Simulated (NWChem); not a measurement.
System: GaHOCl2; SMILES [OH][Ga]([Cl])[Cl]

```xyz
5

Ga    -0.2805    -0.0332     0.0000
Cl     0.7210     1.8493     0.0000
Cl     0.8294    -1.8392     0.0000
O     -2.0431    -0.1240     0.0000
H     -2.4744     0.7381     0.0000
```
Atoms are numbered in this order, from 1.

Computed with NWChem. Pople sets run with spherical d functions. Structure relaxed at the PBE0/def2-SVP level. Field at 589 nm.

```
level              isotropic polarisability (bohr³)  anisotropy (bohr³)  relative time
-----------------  --------------------------------  ------------------  -------------
B3LYP/6-31G*                                   46.8                27.5              1
B3LYP/def2-SVP                                 43.9                24.3              1
B3LYP/def2-SVPD                                60.7                24.1              3
B3LYP/aug-cc-pVDZ                              60.4                25.2             10
```

Relative times are rough (shared machine, one core).
